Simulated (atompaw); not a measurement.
# Tb: PAW (atompaw) pseudisation with LDA (PW92), scalar-relativistic reference atom.

terbium (Tb), PAW, made with atompaw 4.2.0.5 (LDA (PW92), scalar-relativistic). Core [Kr] 4d10 5s2, reference 4f9 5p6 5d0 6s0 6p0 (charge +2). Waves: 6s (bound, empty): rc 3.00 bohr; 6s channel at -0.15 Ry: rc 3.00 bohr; 5p (bound): rc 2.65 bohr; 6p (bound, empty): rc 3.00 bohr; 5d (bound, empty): rc 3.00 bohr; 5d channel at -0.35 Ry: rc 3.00 bohr; 4f (bound): rc 0.90 bohr; 4f channel at 0.2 Ry: rc 0.90 bohr. Local part: troulliermartins scheme with l = 4 at -0.5 Ry, radius 2.75 bohr. Core correction: smooth core density matched at 2.40 bohr. Augmentation charge: besselshape compensation charge, radius 2.25 bohr; PAW radius 3.00 bohr; waves and projectors: custom rrkj vanderbiltortho.

Poles of the logarithmic derivatives, all-electron (AE) and pseudo (PS). s: poles at -4.5, 1.1 (AE) and -2.2, 1.1, 4.7 (PS) Ry. p: poles at -2.7, 2.4 (AE) and -2.7, 1.1 (PS) Ry. d: poles at -0.4, 4.6 (AE) and -1.7, -0.4 (PS) Ry. f: poles at -1.2, 2.3 (AE) and -1.2, 2.3 (PS) Ry. Test radius 3.01 bohr.

- Cutoffs needed: 260 Ry and over 300 Ry (the cutoffs (Ry, on a coarse ladder) from which the occupation-weighted sum of valence levels, in a spherical-Bessel basis at the reference potential, stays within 10 and 1 mRy of its value at 400 Ry)
- Ghost test: ghost states, extra bound levels that the all-electron valence spectrum of the same l lacks: s at -30.1 eV, d at -22.9 eV; a true bound ghost makes a file unfit for plane-wave use (spherical-Bessel basis up to 400 Ry, 20 bohr box)
- Lowest eigenvalue of the overlap operator: 0.53 (s channel)
- Overlap eigenvalues printed by atompaw (projector basis): 0.0466, 0.24, 0.832, 1.8, 278, 2.42e+03, 3.04e+03, 1.14e+05
- Share of each valence orbital outside the PAW sphere: 6s 62 %, 5p 2 %, 6p 83 %, 5d 25 %, 4f 1 %
